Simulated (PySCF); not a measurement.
CH₇BO₃Si, SMILES OB(O[SiH3])OC at its PBE0/def2-SVP optimised geometry (Å):

```
13

B     -0.5749     0.8121     0.0000
O     -1.2783     1.9785     0.0000
H     -2.2253     1.8098    -0.0020
O      0.7842     0.8121     0.0000
C      1.5497     1.9892     0.0029
H      0.9178     2.8894    -0.0358
H      2.1671     2.0273     0.9147
H      2.2253     1.9901    -0.8672
O     -1.2252    -0.3928    -0.0006
Si    -0.5278    -1.9174    -0.0013
H      0.3031    -2.1245    -1.2228
H     -1.6570    -2.8894    -0.0006
H      0.3050    -2.1249     1.2187
```

Computed with PBE0/def2-TZVP (PySCF 2.14.0). Cells within 0.4 Å of a nucleus heavier than hydrogen are left out (blank, or x).

Map of the log10 of the electron density (e/bohr³), floored at −4 on the plane z = 0.0 Å:

```
|00000000000000000000000000000|
|00000000000000000000000000000|
|00000000000000112221000000000|
|00000000011111234433210000000|
|00000001233333345554321000000|
|00000012345544467775432100000|
|00000124567765568987654210000|
|00000245789986568888765320000|
|0000135789xx975678xx875420000|
|0000135799xx976678xx875421000|
|00001356789987789988765320000|
|000002456678xx89xx87654210000|
|000001345678xx89xx86532100000|
|00000124578888889976421000000|
|00000135689997677765320000000|
|0000013579xx97655553210000000|
|0000013568xx97654432100000000|
|00000124678887654332000000000|
|00000123567788765432000000000|
|000001245668xx866432000000000|
|000001346778xx876532000000000|
|00000235688887765432000000000|
|00000235788776654421000000000|
|00000235677765443320000000000|
|00000124566554332100000000000|
|00000023444433211000000000000|
|00000001233221000000000000000|
|00000000111100000000000000000|
|00000000000000000000000000000|
```
Scale: ten equal steps from -4.00 (start of '0') to -0.177 (end of '9'), in the order '0123456789'; x runs from -5.00 to 5.00, y from -5.00 (bottom) to 5.00 (top).
